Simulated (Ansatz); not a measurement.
A geometry relaxed with PBE0-D3(BJ)/def2-SVP in Ansatz (a first-principles code), charge 0, multiplicity 1:

```xyz
29

H      5.2142    -1.2663     1.5253
H     -2.7434    -0.4636     2.2585
H     -5.0417     0.5969    -0.5244
Ge    -6.5174     1.6221     2.2391
H     -8.1300     3.1771     1.0068
H      1.6386     1.5322     2.1455
H      6.8597     0.6761    -1.2842
Ge    -0.7785     0.9145     0.0345
Ge     1.3449     0.4311     1.1043
Ge     3.1750     0.3061    -0.4834
Ge    -2.6065     0.9395     1.6298
H     -4.5479     2.9816    -0.0232
H      7.7277    -0.3579    -0.1136
H      5.5716     1.2023     1.5429
H      6.6044    -1.0913    -1.2940
H     -0.6913     2.2867    -0.6662
Ge    -4.7137     1.5854     0.6159
C     -8.2170     2.1684     1.4345
H     -9.0102     2.1754     2.1962
H      1.2369    -0.9075     1.8651
C      6.7779    -0.2178    -0.6499
H     -8.5025     1.4708     0.6345
H     -6.6551     0.2126     2.8536
H     -6.1362     2.5961     3.3746
H      2.9019    -0.8590    -1.4597
H     -2.2664     1.9249     2.7683
Ge     5.3085    -0.0133     0.6283
H      3.2022     1.6050    -1.3183
H     -1.0628    -0.1450    -1.0509
```

Task: Write the SMILES of this molecule.

Result: `[CH3][GeH2][GeH2][GeH2][GeH2][GeH2][GeH2][GeH2][CH3]`
